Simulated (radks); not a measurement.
Q: Charge is removed step by step from the 3p down level of the zinc ion Zn11+, starting from [Ne] 3s2 3p(up 3, down 3) 3d1. Calculated with a radial shooting solver on a logarithmic mesh with Libxc functionals: scalar-relativistic Kohn-Sham, r2SCAN, spin-polarised, spherical densities, finite nucleus; open shells are filled with parallel spins first; meta-GGA in the generalised Kohn-Sham scheme; Fermi nuclear charge, rms radius 3.9283 fm. At the starting occupation the eigenvalue is -365.18 eV. Estimate the energy to remove one whole electron from this level, the eigenvalue at the end, and how far E(n) bends from a straight line.

A: Delta-SCF 381.80 eV; final eigenvalue -398.57 eV; the deviation from the straight line is -4.175 eV at 0.5 electron removed, the largest on the grid computed. Slater's transition state (half an electron removed) gives 381.86 eV. Integrating minus the eigenvalue over the occupation (Janak's theorem) gives 381.86 eV. In this scalar-relativistic scheme the density is built from large components alone, so the theorem holds only approximately. The mean slope of the eigenvalue, de/dn, is 33.4 eV per electron.
